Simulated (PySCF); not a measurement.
Polarisability and C₆ of P⁻ (phosphorus, charge -1)

[Ne] 3s2 3p4, high-spin 3P determinant. All numbers are calculated (PySCF 2.14, the spin-free X2C one-electron Hamiltonian (Gaussian nucleus), in dyall-acv3z). Coupled (time-dependent) response in atomic units; α is the mean over directions.

| method | mean α (bohr³) | α xx, yy, zz | C₆ (like pair) | S(−4) |
| --- | --- | --- | --- | --- |
| UHF | 69.54 | 52.77, 103.1, 52.77 | 787.2 | 2909 |

S(−4) is the Cauchy moment in α(ω) = α(0) + S(−4) ω² + …

α(iu) at UHF:

```
u (hartree)  α(iu) (bohr³)
          0          69.54
     0.0500          63.64
      0.100          53.49
      0.200          37.03
      0.300          26.10
      0.500          14.17
      0.750          7.754
       1.00          4.837
       1.50          2.402
       2.00          1.450
       3.00         0.7190
       5.00         0.3084
```

A single London oscillator, α(iu) = α/(1 + u²/ω²), gives C₆ = (3/4) ω α². Matching the computed C₆ needs ω = 4 × 787.2 / (3 × 69.54²) = 0.217 hartree.

For an ion, C₆ is the dispersion term alone; charge-induced terms of lower order in 1/R come first.

The components differ because the open shell of this determinant is not spherical; for a pure term their mean is the scalar polarisability.
